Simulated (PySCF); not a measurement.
# Excitation energy of Al by level of theory

Al [Ne] 3s2 3p1 (2P) → Al [Ne] 3s1 3p2 (4P), as a difference of total energies. Calculation: PySCF 2.14, in x2c-QZVPPall (9s6p4d2f1g, 70 functions); scalar relativity by spin-free X2C-1e. Correlated levels: valence and next inner shell: 1s2 frozen. The calculations carry no spin-orbit coupling.

Problem. Order these methods by the excitation energy they give, lowest first.
A. SCS-MP2 (valence and next inner shell)
B. CCSD(T) (valence and next inner shell)
C. MP2 (valence and next inner shell)
D. UHF

Solution. D (2.416 eV), C (3.365 eV), B (3.585 eV), A (3.646 eV).

Errors of the correlated levels include the incompleteness of this basis and the frozen core.

For comparison: 3.598 eV (measured; NIST levels, between the centres of gravity of the two terms).
